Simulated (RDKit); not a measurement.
Conformational energy of SMILES CC(C)[SiH2]B (C₃H₁₁BSi). Scanned: dihedral H6–B1–Si2–C3 and dihedral B1–Si2–C3–C4; all other coordinates were relaxed at GFN2-xTB.

Atom numbering (GFN2-xTB optimised geometry, Å):
```
16

B      2.2755    -0.5135    -0.3388
Si     1.0141     0.3984     0.8427
C     -0.7556     0.2995     0.0779
C     -1.2082    -1.1483    -0.0809
C     -0.8206     1.0239    -1.2626
H      2.5141    -1.6539    -0.2242
H      2.8039     0.0413    -1.2239
H      1.2489     1.8391     1.0710
H      0.8690    -0.1551     2.2049
H     -1.4537     0.7953     0.7600
H     -0.5660    -1.6784    -0.7833
H     -1.1755    -1.6713     0.8726
H     -2.2303    -1.1955    -0.4583
H     -0.5129     2.0620    -1.1570
H     -0.1672     0.5464    -1.9917
H     -1.8356     1.0101    -1.6611
```

Calculation: RDKit 2026.03.6 with UFF // GFN2-xTB.

Energy in kJ/mol above the lowest grid point; x is the dihedral H6–B1–Si2–C3 (°), y the dihedral B1–Si2–C3–C4 (°).

| y \ x | -150 | -120 | -90 | -60 | -30 | 0 | 30 | 60 | 90 | 120 | 150 | 180 |
|---|---|---|---|---|---|---|---|---|---|---|---|---|
| 180 | 4.8 | 1.7 | 6.6 | 1.7 | 5.8 | 1.0 | 4.9 | 1.9 | 6.5 | 1.6 | 5.7 | 0.9 |
| 150 | 11.8 | 8.6 | 15.1 | 7.8 | 12.4 | 8.6 | 11.9 | 8.9 | 14.9 | 7.7 | 12.0 | 8.7 |
| 120 | 16.1 | 12.1 | 18.2 | 12.3 | 16.2 | 12.5 | 16.3 | 12.2 | 18.2 | 12.2 | 16.1 | 12.5 |
| 90 | 10.1 | 5.9 | 11.8 | 6.6 | 9.4 | 6.1 | 10.4 | 5.9 | 12.0 | 6.3 | 9.4 | 6.2 |
| 60 | 4.5 | 1.1 | 6.1 | 1.2 | 4.6 | 0.0 | 4.5 | 1.2 | 6.1 | 1.1 | 4.7 | 0.0 |
| 30 | 10.6 | 7.5 | 13.5 | 6.9 | 11.4 | 7.4 | 10.6 | 7.8 | 13.3 | 6.9 | 11.1 | 7.4 |
| 0 | 16.1 | 12.3 | 18.3 | 12.3 | 16.4 | 12.6 | 16.3 | 12.4 | 18.3 | 12.2 | 16.2 | 12.6 |
| -30 | 11.2 | 6.8 | 13.7 | 8.2 | 10.8 | 7.6 | 11.5 | 6.8 | 13.9 | 7.8 | 10.7 | 7.7 |
| -60 | 5.4 | 1.5 | 6.3 | 1.6 | 4.7 | 0.7 | 5.4 | 1.5 | 6.4 | 1.5 | 4.7 | 0.7 |
| -90 | 9.0 | 5.6 | 10.6 | 5.5 | 9.2 | 4.9 | 9.0 | 5.8 | 10.6 | 5.5 | 9.2 | 4.9 |
| -120 | 13.3 | 9.6 | 15.1 | 9.8 | 13.3 | 9.3 | 13.3 | 9.8 | 15.1 | 9.6 | 13.3 | 9.3 |
| -150 | 8.3 | 4.6 | 9.8 | 5.0 | 8.2 | 3.9 | 8.3 | 4.7 | 9.8 | 4.8 | 8.2 | 4.0 |

The six lowest points that lie below all their neighbours on the grid: x = 180, y = 60 (0.0 kJ/mol); x = 0, y = 60 (0.0 kJ/mol); x = 180, y = -60 (0.7 kJ/mol); x = 0, y = -60 (0.7 kJ/mol); x = 180, y = 180 (0.9 kJ/mol); x = 0, y = 180 (1.0 kJ/mol). The lowest path on the grid from the first to the second passes x = 90, y = 60 at 6.1 kJ/mol.
